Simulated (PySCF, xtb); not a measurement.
Cl₄Te, SMILES Cl[Te+](Cl)(Cl)Cl, charge +1, multiplicity 2.

Harmonic wavenumbers (cm⁻¹) from GFN2-xTB (xtb 6.7.1) at its own minimum, in rising order: 53, 61, 98, 117, 119, 243, 286, 352, 369.

Q: What does PBE-D3(BJ)/def2-SVP run with PySCF give at its own minimum? (Estimate from the structure and the level; the computed values follow.)

A: 46, 46, 46, 76, 76, 328, 340, 340, 340. Paired by order, the mean absolute difference is 37 cm⁻¹ and the zero-point energies are 2.4 and 2.3 kcal/mol.
